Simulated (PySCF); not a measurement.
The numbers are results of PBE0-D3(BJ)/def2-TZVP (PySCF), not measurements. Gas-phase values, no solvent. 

Reference species (SMILES): `IB(I)I` (neutral, multiplicity 1).

| Quantity | Value |
|---|---|
| dipole moment | 0.00 D |

Changed species: `IBI` (whole molecule; the reference has whole molecule).

Problem. Predict the effect on the dipole moment.

Solution. the dipole moment increases by 0.13 D, to 0.13 D.
